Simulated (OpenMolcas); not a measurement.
**Se: Slater's ratio, worked from levels**

```json
{
 "Program": "OpenMolcas",
 "Basis": "ANO-RCC-VTZP [6s5p3d1f]",
 "Scalar Hamiltonian": "DKH2, point nucleus",
 "Active space": "4 electrons in 3 orbitals (4p)",
 "State averaging": "2S+1 = 3 even, 3 roots; 2S+1 = 1 even, 6 roots",
 "Spin-orbit coupling": "state interaction with AMFI integrals over the reference wave functions, term energies averaged over their components"
}
```

Methods: CASSCF; SS-CASPT2, IPEA 0.25 Eh, imaginary shift 0.1 Eh (closed shells correlated: 3d 4s). Measured levels: NIST Handbook of Basic Atomic Spectroscopic Data.

**Slater's ratio.** With one set of orbitals, p4 has ¹D - ³P = 6 F2 and ¹S - ¹D = 9 F2 (F2 = F²/25), a ratio of 3/2. Term energies are centres of gravity, weighted by 2J + 1.

| Source | ¹D - ³P | ¹S - ³P | F2 from the first | Ratio |
| --- | --- | --- | --- | --- |
| CASSCF | 10930 | 26967 | 1822 | 1.467 |
| SS-CASPT2 | 9044 | 22680 | 1507 | 1.508 |
| measured | 8631 | 21501 | 1438 | 1.491 |

Energies in cm-1. A ratio away from 3/2 shows effects beyond one configuration with one set of orbitals, and in heavier atoms second-order spin-orbit shifts.

Term energies are means over components that CASPT2 splits; among the terms shown or strongly mixed into the levels shown the widest spread is 170 cm-1 (4s² 4p⁴ ¹D, SS-CASPT2). With the s shell closed, the reference lacks s² → p² mixing. Without dynamic correlation excited terms often stand tens of per cent too high (terms of higher spin than the ground term too low), and those without a measured partner can miss by more than the paired ones (holds for CASSCF). Computed and measured levels are paired by configuration, term and J; levels that our copy of the source lacks, or whose pairing is in doubt (as where it misses far off the trend of its configuration), stay unpaired and out of the deviations. Levels of configurations outside the active space are missing.
